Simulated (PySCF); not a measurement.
C2H7ClSi2, SMILES C(=C)[SiH2][SiH2]Cl. Coordinates come from a PBE-D3(BJ)/def2-SVP optimisation. Other conformers were not sampled.

Computed equilibrium geometry at PBE-D3(BJ)/def2-SVP (PySCF confirms it by a frequency run) as bond lengths and angles (one conformer of several):
Atoms: C1 C2 Si3 Si4 Cl5 H6 H7 H8 H9 H10 H11 H12. Bonds (Å): C1–C2 1.349, C1–H6 1.104, C1–H7 1.104, C2–Si3 1.879, C2–H8 1.106, Si3–Si4 2.354, Si3–H9 1.506, Si3–H10 1.506, Si4–Cl5 2.096, Si4–H11 1.505, Si4–H12 1.505. Angles (°): C2–C1–H6 122.0, C2–C1–H7 121.9, H6–C1–H7 116.2, C1–C2–Si3 123.9, C1–C2–H8 118.3, Si3–C2–H8 117.8, C2–Si3–Si4 109.9, C2–Si3–H9 111.4, C2–Si3–H10 109.9, Si4–Si3–H9 107.6, Si4–Si3–H10 108.5, H9–Si3–H10 109.5, Si3–Si4–Cl5 108.3, Si3–Si4–H11 111.8, Si3–Si4–H12 111.6, Cl5–Si4–H11 108.3, Cl5–Si4–H12 108.4, H11–Si4–H12 108.3.
Charge 0, spin multiplicity 1.
